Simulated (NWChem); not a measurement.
# Total energies of silanone (H₂OSi)

```
Si
O 1 1.5320
H 1 1.4919 2 124.10
H 1 1.4919 3 111.80 2 180.00
```
Charge 0, spin multiplicity 1.

Everything below was run with NWChem. The geometry was optimised at PBE0/def2-SVP, a minimum by its harmonic frequencies.

Basis set: 3-21G (26 functions).

```tsv
method	total energy (Ha)
RHF	-362.95475
MP2	-363.15478
B2PLYP	-363.70127
PBE	-363.68790
B3LYP	-363.93867
LDA (SVWN5)	-362.21716
CCSD(T)	-363.16850
```

Total energies of different functionals aren't comparable as a measure of quality: only differences taken within one method are. 

The correlated methods keep 6 core orbitals frozen. B3LYP has NWChem's definition, with VWN1-RPA local correlation. No row is a measurement; the coupled-cluster row has its own basis-set and correlation limits.
